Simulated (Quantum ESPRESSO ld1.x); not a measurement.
The numbers below are computed, except where a source is named.
Q: This ld1.x (Quantum ESPRESSO 7.5) run is given with its output. Can the result be used, and if not, why?

```
 &input
    zed=55.0,
    iswitch=1,
    rel=0,
    dft='SL1-NOC',
    config='[Xe] 6s2',
    verbosity='high',
    prefix='ld1',
    max_out_wfc=37,
    file_charge='ld1.rho',
 /
```

```
     Program LD1 v.7.5 starts

     Message from routine scf:
     warning: convergence not achieved
     --------------------------- All-electron run ----------------------------

     atomic number is 55.00
     dft =SL1-NOC   lsd =0 sic =0 latt =0  beta=0.20 tr2=1.0E-14
     Exchange-correlation= SL1-NOC
                           (   2   0   0   0   0   0   0)
     mesh =1953 r(mesh) = 100.35027 a.u. xmin = -7.00 dx = 0.00800
     1 Ry =  13.60569312 eV

     n l     nl                  e(Ry)          e(Ha)          e(eV)
     1 0     1S 1( 2.00)   -2530.650221320   -1265.325110660 -34431.2503129
     2 0     2S 1( 2.00)    -389.224891481    -194.612445740  -5295.6744293
     2 1     2P 1( 6.00)    -367.726698546    -183.863349273  -5003.1766136
     3 0     3S 1( 2.00)     -81.594723979     -40.797361990  -1110.1527749
     3 1     3P 1( 6.00)     -72.292066557     -36.146033278   -983.5836728
     4 0     4S 1( 2.00)     -15.476908740      -7.738454370   -210.5740708
     4 1     4P 1( 6.00)     -12.072211982      -6.036105991   -164.2508115
     3 2     3D 1(10.00)     -54.827365555     -27.413682777   -745.9643105
     5 0     5S 1( 2.00)      -1.800842829      -0.900421414    -24.5017149
     5 1     5P 1( 6.00)      -0.937298460      -0.468649230    -12.7525952
     4 2     4D 1(10.00)      -6.120727079      -3.060363540    -83.2767343
     6 0     6S 1( 2.00)      -0.000000000      -0.000000000     -0.0000000

     final scf error:  3.0E-06 reached in 201 iterations

     Etot =  -15266.819006 Ry,   -7633.409503 Ha, -207715.654354 eV

     Ekin =   15266.782428 Ry,    7633.391214 Ha,  207715.156684 eV
     Encl =  -36080.788455 Ry,  -18040.394228 Ha, -490904.135356 eV
     Eh   =    6078.916363 Ry,    3039.458181 Ha,   82707.870553 eV
     Exc  =    -531.729341 Ry,    -265.864670 Ha,   -7234.546236 eV
```

A: No. The cycle did not converge: in the last iteration no bound solution was found for 6s (the eigenvalue is printed as zero or positive). The species is Cs- with 56 electrons. In a local or semilocal functional the extra electron of a negative ion sees its own charge, the potential lacks the -1/r tail, and the highest level tends to rise to zero. The printed total energy is meaningless.
